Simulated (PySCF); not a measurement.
# Ionisation energy along the 7-electron series

Calculated with PySCF 2.14 and a two-component X2C-1e Hamiltonian (Gaussian nucleus, no Breit or QED terms), each ion in its own even-tempered basis scaled to its charge; GMP2 freezes nothing and drops the highest virtual spinors. Values in eV. NIST values: (m) measured, (s) semi-empirical, (t) theoretical.

```
    ion  configuration  GHF (spin-free)  GMP2 (spin-free)  GHF (screened spin-orbit)  GMP2 (screened spin-orbit)          NIST
Sb(44+)   [He] 2s2 2p3           7509.6            7509.4                     7396.0                      7395.5  7390 ± 4 (t)
Te(45+)   [He] 2s2 2p3           7841.5            7841.2                     7719.6                      7719.1  7714 ± 4 (t)
 I(46+)   [He] 2s2 2p3           8180.9            8180.7                     8050.2                      8049.8  8044 ± 4 (t)
```

Between Z = 51 and Z = 53 the GMP2 (screened spin-orbit) value grows as Z to the power 2.20.
